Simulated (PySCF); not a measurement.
Dissociation curve of SMILES [SiH3]Cl (H3ClSi). The Si1–H5 bond (Si1 also carries Cl, H, H; H5 carries nothing else) is stretched with both fragments frozen at the PBE0/def2-TZVP optimised geometry.

- UHF/cc-pVDZ (PySCF)
- RHF/cc-pVDZ (PySCF)
- UKS-PBE0 = PySCF 2.14.0 with unrestricted PBE0/cc-pVDZ
- RKS-PBE0 = restricted PBE0/cc-pVDZ (PySCF 2.14.0)
- UKS-B3LYP = PySCF with unrestricted B3LYP/cc-pVDZ
- RKS-B3LYP = restricted B3LYP/cc-pVDZ (PySCF)

Scanned distances (Å): 1.19, 1.26, 1.34, 1.39, 1.43, 1.48, 1.51, 1.55, 1.62, 1.72, 1.80, 2.00, 2.21, 2.49, 2.68, 3.01, 3.28, 3.57, 4.01, 4.51, 5.11.

**Question.** Where does the unrestricted solution first break spin symmetry (<S²> of 0.01 or more)?

**Answer.** UHF: between 2.00 and 2.21 Å; UKS-PBE0: between 2.49 and 2.68 Å; UKS-B3LYP: between 2.49 and 2.68 Å.

```tsv
R / Å	<S²> UHF	E(RHF) − E(UHF) / kJ/mol	<S²> UKS-PBE0	E(RKS-PBE0) − E(UKS-PBE0) / kJ/mol	<S²> UKS-B3LYP	E(RKS-B3LYP) − E(UKS-B3LYP) / kJ/mol
1.19	0.00	0.0	0.00	0.0	0.00	0.0
1.26	0.00	0.0	0.00	0.0	0.00	0.0
1.34	0.00	0.0	0.00	0.0	0.00	0.0
1.39	0.00	0.0	0.00	0.0	0.00	0.0
1.43	0.00	0.0	0.00	0.0	0.00	0.0
1.48	0.00	0.0	0.00	0.0	0.00	0.0
1.51	0.00	0.0	0.00	0.0	0.00	0.0
1.55	0.00	0.0	0.00	0.0	0.00	0.0
1.62	0.00	0.0	0.00	0.0	0.00	0.0
1.72	0.00	0.0	0.00	0.0	0.00	0.0
1.80	0.00	0.0	0.00	0.0	0.00	0.0
2.00	0.00	0.0	0.00	0.0	0.00	0.0
2.21	0.18	2.5	0.00	0.0	0.00	0.0
2.49	0.61	43.9	0.00	0.0	0.00	0.0
2.68	0.77	85.5	0.39	7.8	0.27	4.2
3.01	0.90	162.0	0.76	42.8	0.66	29.8
3.28	0.95	220.3	0.89	76.4	0.82	56.4
3.57	0.98	275.5	0.96	109.8	0.92	83.9
4.01	1.00	344.1	0.99	150.1	0.98	118.3
4.51	1.00	402.2	1.00	181.2	1.00	145.8
5.11	1.00	449.7	1.00	203.8	1.00	165.9
```
